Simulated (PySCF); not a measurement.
Nuclear quadrupole coupling in `C#CC[Si](C)(C)O[SiH2]N`

C5H13NOSi2.
Structure used (GFN2-xTB), in Å, numbered top down from 1:
```xyz
22
C5H13NOSi2 angstrom
C      3.6723    1.1394    0.1950
C      2.4966    1.2467   -0.0051
C      1.0788    1.3384   -0.2407
Si     0.2374   -0.3821   -0.3690
C      0.5105   -1.3437    1.2501
C      0.8595   -1.3441   -1.8846
O     -1.3556   -0.1307   -0.6126
Si    -2.7552    0.5804   -0.2022
N     -2.8888    0.5034    1.5129
H      4.7034    1.0664    0.3702
H      0.6205    1.9040    0.5738
H      0.9083    1.9027   -1.1603
H      1.5691   -1.4931    1.4376
H      0.0988   -0.8057    2.0992
H      0.0389   -2.3214    1.2165
H      0.5919   -0.8422   -2.8094
H      0.4351   -2.3427   -1.9213
H      1.9401   -1.4415   -1.8609
H     -2.7093    2.0039   -0.5277
H     -3.7267   -0.1771   -0.9942
H     -3.6888    0.9186    1.9601
H     -2.6473   -0.3609    1.9715
```

Field gradients from the PBE0/pcSseg-1 density (PySCF, non-relativistic), principal values in atomic units, ordered |Vxx| ≤ |Vyy| ≤ |Vzz|:

| atom | Vxx | Vyy | Vzz |
| --- | --- | --- | --- |
| O7 | -0.4951 | -0.5387 | 1.0338 |
| N9 | 0.2884 | 0.6277 | -0.9161 |

Task: Find the asymmetry η = (Vxx − Vyy)/Vzz and the couplings χ = eQV/h (234.96 MHz × Q in barn × V in au), with Q(17O) = −0.0256 b, Q(14N) = 0.02044 b.

Result: 
```json
{"atom": "O7", "environment": "siloxane oxygen", "nucleus": "17O", "η": "0.04", "χzz (MHz)": "-6.22", "χxx (MHz)": "2.98", "χyy (MHz)": "3.24"}
{"atom": "N9", "environment": "silicon-bound nitrogen", "nucleus": "14N", "η": "0.37", "χzz (MHz)": "-4.400", "χxx (MHz)": "1.385", "χyy (MHz)": "3.014"}
```

The gradient is axial or nearly so (η below 0.05) at O7. 

Task: What is Vzz at N9 in SI units (1 au = 9.71736 × 10²¹ V/m²)?

Result: -0.9161 au = -8.902 × 10²¹ V/m².

Were the hydrogens deuterons (Q(2H) = 0.00286 b), χzz would run from 106 kHz (H20) to 291 kHz (H21).

Isolated species at its GFN2-xTB geometry (one conformer only). GFN2-xTB bond lengths can be off by several hundredths of an ångström, more for odd bonds, and the gradients follow them. The small basis limits the accuracy of the gradients.

The run behind these numbers computed NMR shieldings as well. The run took 36 s of wall time on one thread, x86-64 server (shared host).
